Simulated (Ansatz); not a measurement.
Total energies of the cluster Be2Te2⁺ from Ansatz at PBE0-D4/def2-TZVP, gas phase (1 Eh = 27.2114 eV = 2625.5 kJ/mol). The reference geometry is relaxed at r2SCAN-D4/def2-TZVP.

```xyz
4

Be   -0.876   -0.623    0.097
Be    0.876    0.623   -0.097
Te    0.957   -1.134    1.359
Te   -0.957    1.134   -1.359
```

```
           state                        geometry  energy (Eh)
charge 1 doublet                       reference   -565.33805
charge 0 singlet                       reference   -565.62784
charge 1 quartet  relaxed at r2SCAN-D4/def2-TZVP   -565.23883
```

In the def2 sets Te takes a core potential; there is no spin–orbit coupling.

Q: Work out the vertical electron affinity, to the singlet.

A: E(charge 1 doublet) − E(charge 0 singlet) = -565.33805 − (-565.62784) = 0.28979 Eh = 7.89 eV.

Q: Which of the charge 1 states is lowest, and how far above it are the others?

A: The doublet. quartet: -565.23883 − (-565.33805) = 0.09922 Eh = 260.5 kJ/mol.

The structure comes from a short search, and lower isomers may exist.
